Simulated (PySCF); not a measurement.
AlF2H2N, SMILES [F][Al]([NH2])[F].

Coordinates come from a PBE0-D3(BJ)/def2-SVP optimisation. Other conformers were not sampled.

Level of theory: TDA-PBE0/def2-SVPD in PySCF.

Vertical excitations. The molecule is in vacuum. State labels are in the subgroup C2v.

Computed excitation energies, oscillator strengths and character:
```csv
state,symmetry,energy (eV),λ (nm),f,main pairs
S1,B1,5.82,213,0.070,HOMO→LUMO 99 %
S2,B1,7.78,159,0.006,HOMO→LUMO+2 99 %
S3,A1,7.84,158,0.098,HOMO→LUMO+1 93 %
S4,A2,8.48,146,0.000,HOMO→LUMO+3 98 %
S5,A2,8.76,142,0.000,HOMO→LUMO+5 94 %
S6,B2,8.93,139,0.014,HOMO−1→LUMO 97 %
S7,A2,9.12,136,0.000,HOMO−3→LUMO 96 %
S8,A1,9.26,134,0.218,HOMO−2→LUMO 90 %
S9,B1,9.27,134,0.000,HOMO→LUMO+4 95 %
S10,B1,9.61,129,0.106,HOMO−4→LUMO 93 %
T1,B1,5.35,232,0,HOMO→LUMO 96 %
T2,A1,6.55,189,0,HOMO→LUMO+1 96 %
T3,B1,7.52,165,0,HOMO→LUMO+2 96 %
T4,A2,8.36,148,0,HOMO→LUMO+3 91 %
```
Triplets are in the Tamm–Dancoff approximation.
